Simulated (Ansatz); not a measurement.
A run for Ansatz (an electronic-structure program): U-SVWN5/def2-TZVPP on SeS, 2S+1 = 3, a spin state set in the input, which need not be the lowest, a point of a bond scan (R = 2.037 Å).

Ansatz 0.2 input:
```yaml
crystal:
  periodic: [false, false, false]
  atoms:
    - {symbol: S, position_ang: [0.00000000, 0.00000000, 0.00000000]}
    - {symbol: Se, position_ang: [0.00000000, 0.00000000, 2.03657300]}
basis:
  gaussian:
    orbitals: def2-TZVPP
    pivot_positions_ang: [[0.00000000, 0.00000000, 0.00000000], [0.00000000, 0.00000000, 2.03657300]]
hamiltonian:
  xc: {name: SVWN5}
magnetization: {spin_polarized: true, initial_magnetization: 2}
output: {forces: true, orbitals: {seedname: ./end}}
```

The log:

```
WARN ansatz: RAYON_NUM_THREADS=2 ignored (pool sized by the plan → 2); use --threads N
Functional definition: SVWN5
integrals: 0.02 GiB planned
671 factors; their error is unknown
mean field: 0.25 GiB planned
mean field evaluation 1: about -76054.7400 eV, gradient 1.3e1 eV
mean field evaluation 2: about -76050.6390 eV, gradient 2.9e1 eV
mean field evaluation 4: about -76055.3876 eV, gradient 1.8e0 eV
mean field evaluation 8: about -76055.4021 eV, gradient 3.6e-2 eV
mean field evaluation 16: about -76055.3720 eV, gradient 4.2e-6 eV
mean field -76055.37201807 eV, -2794.9833694812 hartree, gradient 4.2e-6 eV, S^2 2.001952; 0 other end points of the search recorded, 0 dependent functions left out
the calculation of the forces begins
reference -76055.37204010 eV, -2794.9833702911 hartree; 26, 24 occupied and 64, 66 virtual orbitals, 671 factors
Total energy: -76055.37204010 eV, -2794.9833702911 hartree
Atom 0 at     0.000000     0.000000     0.000000 Å, force     0.000000    -0.000000    -0.027336 eV/Å
Atom 1 at     0.000000     0.000000     2.036573 Å, force     0.000000    -0.000000     0.027336 eV/Å
Dipole moment:     0.000000     0.000000     0.105079 e Å
```

The calculation finished and met its thresholds.

Cost: roughly 1.4 core-seconds.
